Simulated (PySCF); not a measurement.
Cl3HSn. Atoms are numbered in the order given.

```xyz
5

Sn     0.0000     0.0000     0.4090
Cl    -1.8925    -1.0926    -0.4424
Cl     0.0000     2.1853    -0.4424
Cl     1.8925    -1.0926    -0.4424
H      0.0000     0.0000     2.1149
```

Geometry optimised at B3LYP-D3(BJ)/def2-SVP. The def2 effective core potentials stand for the cores of Sn; spin–orbit coupling is left out.

These are TDA-CAM-B3LYP/def2-SVPD (PySCF 2.14.0) values and carry that method's errors.

Vertical excitations; the highest root listed may be one member of a degenerate set. Isolated molecule, no solvent. State labels are in the subgroup Cs.

Computed lowest excited states:
| state | symmetry | energy (eV) | λ (nm) | f | main pairs |
|---|---|---|---|---|---|
| S1 | A" | 5.50 | 226 | 0.000 | HOMO→LUMO 95 % |
| S2 | A' | 5.72 | 217 | 0.022 | HOMO−2→LUMO (degenerate set) |
| S3 | A" | 5.72 | 217 | 0.022 | HOMO−3→LUMO (degenerate set) |
| S4 | A' | 5.81 | 213 | 0.062 | HOMO−1→LUMO 91 % |
| S5 | A" | 5.94 | 209 | 0.034 | HOMO−4→LUMO (degenerate set) |
| S6 | A' | 5.94 | 209 | 0.034 | HOMO−5→LUMO (degenerate set) |
| S7 | A" | 7.52 | 165 | 0.029 | HOMO→LUMO+1, HOMO−6→LUMO (degenerate set) |
| S8 | A' | 7.52 | 165 | 0.029 | HOMO→LUMO+2, HOMO−7→LUMO (degenerate set) |
| S9 | A' | 7.64 | 162 | 0.005 | HOMO−2→LUMO+1 34 %, HOMO−3→LUMO+2 34 %, HOMO−8→LUMO 23 % |
| S10 | A' | 7.70 | 161 | 0.002 | HOMO−1→LUMO+1 85 % |
| T1 | A' | 5.02 | 247 | 0 | HOMO−1→LUMO 92 % |
| T2 | A" | 5.08 | 244 | 0 | HOMO→LUMO 91 % |
| T3 | A' | 5.17 | 240 | 0 | HOMO−2→LUMO (degenerate set) |
| T4 | A" | 5.17 | 240 | 0 | HOMO−3→LUMO (degenerate set) |
Triplets are in the Tamm–Dancoff approximation.
